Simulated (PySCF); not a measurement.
Compound: C5H6F2.
SMILES: `CC1=C(F)[C@@]1(C)F`

The closed-shell ground state was solved at several levels (PySCF, density fitting, gas phase, non-relativistic). Isolated species at its PBE0-D3(BJ)/def2-SVP geometry, gas phase.

```csv
level,basis functions,HOMO (eV),LUMO (eV),gap (eV),dipole (D)
PBE/def2-SVPD,194,-6.62,-0.65,5.97,2.56
PBE/pcSseg-1,149,-6.48,-0.48,6.00,2.39
B97-D/pcSseg-1,149,-6.47,-0.40,6.07,2.43
PBE0/cc-pVTZ,294,-7.68,0.60,8.28,2.48
wB97X-D/def2-SVPD,194,-9.68,1.90,11.58,2.70
PBE0/6-31G,75,-7.65,0.66,8.31,2.77
CAM-B3LYP/def2-SVPD,194,-9.20,0.87,10.07,2.74
OPBE/pcSseg-1,149,-6.47,-0.36,6.11,2.38
PBE0/cc-pVDZ,128,-7.54,0.77,8.31,2.35
```

**Question.** Estimate the row for BHandHLYP/pcSseg-1, a basis of 149 functions; the other rows only guide the guess.

**Answer.** HOMO -8.86 eV, LUMO 1.69 eV, gap 10.55 eV, dipole 2.71 D.

**Question.** Over all these levels, which gives the widest orbital gap and which the narrowest?

**Answer.** wB97X-D/def2-SVPD (range-separated hybrid) has the widest, 11.58 eV, and PBE/def2-SVPD (GGA) the narrowest, 5.97 eV. The two share the basis. From the narrowest to the widest the HOMO moves by -3.06 eV and the LUMO by +2.55 eV.

**Question.** How much does the basis alone move the frontier levels among the 3 PBE0 rows?

**Answer.** The HOMO by 0.14 eV and the LUMO by 0.17 eV. By rising basis size (HOMO, LUMO in eV): 6-31G -7.65, 0.66; cc-pVDZ -7.54, 0.77; cc-pVTZ -7.68, 0.60.

**Question.** How far do the dipole and the HOMO energy spread over the levels?

**Answer.** The dipole runs from 2.35 to 2.77 D (mean 2.55 D) and the HOMO from -9.68 to -6.47 eV.
